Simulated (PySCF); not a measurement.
# Electronic structure of O²⁺ (oxygen, charge +2) at the UHF level

Configuration: [He] 2s2 2p1 3d1, one real determinant (an excited configuration). All numbers are calculated (PySCF 2.14, the non-relativistic Hamiltonian (point nucleus), in aug-cc-pVQZ).

```json
{
 "Total energy": "-71.609090 hartree",
 "One-electron energy": "-88.5662 hartree",
 "Hartree (Coulomb) energy": "23.8082 hartree",
 "Exchange energy": "-6.8511 hartree",
 "Kinetic energy": "71.72512 hartree",
 "⟨S²⟩": "2.0025",
 "⟨L²⟩": "8.007",
 "Sum of ⟨r⟩": "6.172 bohr",
 "Sum of ⟨r²⟩": "12.72 bohr²",
 "Traceless quadrupole moment −½Σ⟨3z² − r²⟩ along its main axis": "2.23 e·bohr²",
 "Density at the nucleus (Gaussians lack the cusp)": "312 bohr⁻³",
 "Spin density at the nucleus": "-0.119 bohr⁻³",
 "Langevin diamagnetic susceptibility": "-10.1 ×10⁻⁶ cm³/mol"
}
```

```tsv
shell	electrons	mean orbital energy (eV)	rms radius, mean of both spins (bohr)
1s α	1	-625.63	0.229
1s β	1	-624.00	0.229
2s α	1	-80.760	1.07
2s β	1	-75.079	1.07
2p α	1	-67.774	1.01
3d α	1	-13.910	3.05
```

⟨L²⟩ = 8.01 against 12 for a pure F term, so this real determinant mixes terms. The outer electron is Rydberg-like, and this basis confines it to a smaller radius and binds it less than a complete one would.

Spin-orbit constants ζ (cm⁻¹) from the X2C one-electron operator on these orbitals (non-relativistic here): bare nucleus, nucleus screened by l(l+1)(2l+1)/3 electrons, and screened by the Breit-Pauli mean field of the electrons.

```csv
shell,bare,screened nucleus,mean field
2p,386.0,289.5,255.2
3d,5.372,2.014,1.826
```

To first order the Landé constant is A = 43.15 cm⁻¹, so the lowest level has J = 2 and lies 0.0214 eV below the centre of the term. This holds in LS coupling only.
